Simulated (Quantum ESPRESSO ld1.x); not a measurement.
Task: The mean radii <r> (bohr) of the occupied orbitals of an atom or ion are listed with their occupations. Method: Dirac Kohn-Sham, LDA (Slater exchange, Perdew-Zunger correlation), spin-unpolarised, spherical densities, point nucleus; computed with ld1.x of Quantum ESPRESSO 7.5.

orbital  occ.     <r>
1s1/2       2  0.1310
2s1/2       2  0.6512
2p1/2       2  0.6049
2p3/2       2  0.6066

Name the element and its charge. Open shells, if any, fill j = l - 1/2 first.

Result: Z = 12, magnesium, charge +4: Mg4+ in [He] 2s2 2p4. The 1s radius gives Z: for a bare nucleus <r> = (2 gamma + 1)/(2Z) with gamma = sqrt(1 - (Z/c)^2), 0.1247 bohr for Z = 12, and screening makes it slightly larger (0.1310 here). The occupations add up to 8, and the charge is Z minus that.
